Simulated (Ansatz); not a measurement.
Consider the formal exchange of groups at the Si–O bond: `C[SiH2]OCO` + `C=CCl` → `C[SiH2]Cl` + `C=COCO`.

Isolated molecules relaxed with PBE0-D4/def2-TZVP in Ansatz; ΔE leaves out vibrations. CBS: MP2 limit from def2 TZ/QZ plus the TZ coupled-cluster correction, frozen cores. This one scheme is used for every species. Functionals use def2-TZVPP. B3LYP here is the variant with VWN-RPA as its local correlation; programs differ in this. One conformer a species, not always the lowest.

Is it downhill or uphill in electronic energy at CCSD(T)/CBS, and by how much? (Best estimate.)

The calculation gave: Downhill: ΔE = -7.7 kJ/mol.

What do these levels give: PBE-D4, r2SCAN-D4, PBE0-D4, B3LYP-D4, ωB97X-V, PBE0, HF/def2-TZVPP, CCSD(T)/def2-TZVPP, SCS-MP2/def2-QZVPP, HF/CBS(def2), MP2/CBS(def2), CCSD/CBS(def2)? (An estimate is asked.)

The calculation gave: PBE-D4 -16.4, r2SCAN-D4 -15.1, PBE0-D4 -17.3, B3LYP-D4 -9.1, ωB97X-V -12.8, PBE0 -17.6, HF/def2-TZVPP -10.9, CCSD(T)/def2-TZVPP -7.3, SCS-MP2/def2-QZVPP -4.8, HF/CBS(def2) -10.2, MP2/CBS(def2) -7.8, CCSD/CBS(def2) -7.4 kJ/mol.

Largest T1 diagnostic among the species: 0.012.

In def2-TZVPP, CCSD(T) changes the Hartree–Fock value by +3.6 kJ/mol (the triples alone add −0.2 kJ/mol) and MP2 by +3.5 kJ/mol.
